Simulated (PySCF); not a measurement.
**Bond curve of H2**

Set-up: H 3-21G; no relativity (PySCF 2.14). Energies in eV from H + H in their ground configurations at the same level. State: singlet, closed shell.

All columns are PBE0.

```
R (Å)  E (eV)  HOMO (eV)  LUMO (eV)  Mayer bond order  ⟨S²⟩
0.642  -4.282     -12.52       4.48              1.00  0.00
0.672  -4.416     -12.33       4.22              1.00  0.00
0.702  -4.498     -12.15       3.97              1.00  0.00
0.725  -4.529     -12.02       3.77              1.00  0.00
0.747  -4.540     -11.89       3.58              1.00  0.00
0.769  -4.531     -11.76       3.38              1.00  0.00
0.799  -4.495     -11.60       3.12              1.00  0.00
0.837  -4.418     -11.41       2.80              1.00  0.00
0.881  -4.286     -11.18       2.42              1.00  0.00
0.941  -4.066     -10.90       1.92              1.00  0.00
```

3-21G is very small, so such numbers show the basis as much as the molecule.
